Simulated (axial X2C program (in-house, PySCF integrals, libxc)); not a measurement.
# What spin–orbit coupling does to AsSe

Computed with an in-house relativistic program for diatomic molecules. Spin-free means the one-electron spin-free X2C Hamiltonian; two-component (2c) means X2C with spin–orbit coupling and atomic mean-field two-electron Coulomb and Gaunt terms, so the difference of the two also holds small scalar two-electron terms. Basis: Se dyall-cv3z [8s9p6d4f1g], As dyall-cv3z [9s9p6d4f1g] (cores contracted in-house); Gaussian nuclei, density fitting, unrestricted open shells. Masses: Se 79.917 u, As 74.922 u.

Spin-free state: M_S = 1/2, Λ = 1 (beyond evenly filled blocks: π+α); fragments Se + As.

```
  level  Re (Å)  ωe (cm⁻¹)  De (eV)  μ (D)
     HF   2.240      287.6    0.938   0.89
   CCSD   2.140      401.4    2.724    n/a
CCSD(T)   2.143      409.5    2.987    n/a
```

Correlated methods: 11 electrons correlated (number of frozen shells: Se 3 s, 2 p, 1 d; As 3 s, 2 p, 1 d), 247 virtual spin orbitals or spinors in MP2, 90 natural virtuals in coupled cluster.

Dipoles are positive if As is the positive end.

Q: Within this multiplet, which Ω should lie lowest by the rule for regular and inverted multiplets?

A: The open π shell holds one electron, so the multiplet is regular: Ω = Λ − 1/2 = 1/2. The PBE0 2c search agrees.

Two-component determinant lowest at the distance of the search:

Ω = 1/2 (⟨Sz⟩ = -0.50, ⟨Lz⟩ = 1.00 at HF); fragments Se + As.

```tsv
level	Re (Å)	ωe (cm⁻¹)	De (eV)	μ (D)
HF	2.240	288.1	n/a	0.88
CCSD	2.143	399.7	2.706	n/a
CCSD(T)	2.145	408.0	2.959	n/a
```

Q: From the two tables, how do the constants change at the CCSD(T) level (2c against spin-free)?

A: At the CCSD(T) level Re goes up by 0.002 Å and ωe decreases by 1.5 cm⁻¹; De changes by -0.028 eV.

The state is a single determinant with fixed occupations, the lowest that a limited PBE0 search found. De is counted from the lowest determinant-based energies of the atoms at the same level, without counterpoise correction. De is not given where an atomic determinant may have missed its ground term or J level, or where the truncated virtual space spoils (T). CCSD and (T) use frozen natural virtuals with an MP2 correction for the truncation; (T) itself is uncorrected, so its De runs slightly low. The determinant is spin-polarised beyond a pure state at some levels (its spin-free form has ⟨S²⟩ too high), which makes Re and μ there less reliable. The T1 diagnostic is large, a sign of multireference character.
